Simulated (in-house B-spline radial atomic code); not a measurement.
Values are calculated unless marked as measured or tabulated.
**Extrapolating the RPA correlation energy in partial waves: La6+**

All-electron RPA on Hartree-Fock orbitals from an all-electron radial atomic-structure program (B-spline basis), scalar-relativistic (spin-free one-electron X2C), finite nucleus, configuration [Kr] 4d10 5s2 5p3, highest spin. Spin-orbit coupling, left out, splits p levels strongly here. With empty states up to angular momentum L the sums are:

```tsv
L	E_c(L) (hartree)
4	-3.232741
5	-3.519224
6	-3.661903
```

For large l each further wave adds A/(l + 1/2)⁴, because the basis must build the cusp where two electrons meet.

Q: Estimate the limit from L = 5 and L = 6.

A: Wave 6 adds -0.142679, against a sum of (l + 1/2)⁻⁴ of 5.60204e-04, so A = -254.69. The sum over l > 6 is ζ(4, 7.5) = 9.6207e-04, close to 1/(3 × 7³) = 9.7182e-04. The tail is -0.245031 and the limit -3.90693 hartree.

Q: How good is the estimate?

A: A run to L = 11 sums to -3.83229 and extrapolates to -3.86717 hartree, 2.56 millihartree from the run before, so it has not settled and is itself too deep. The estimate differs from that by -39.76 millihartree, while the bare sum at L = 6 misses 205.3 millihartree (5.3 %).
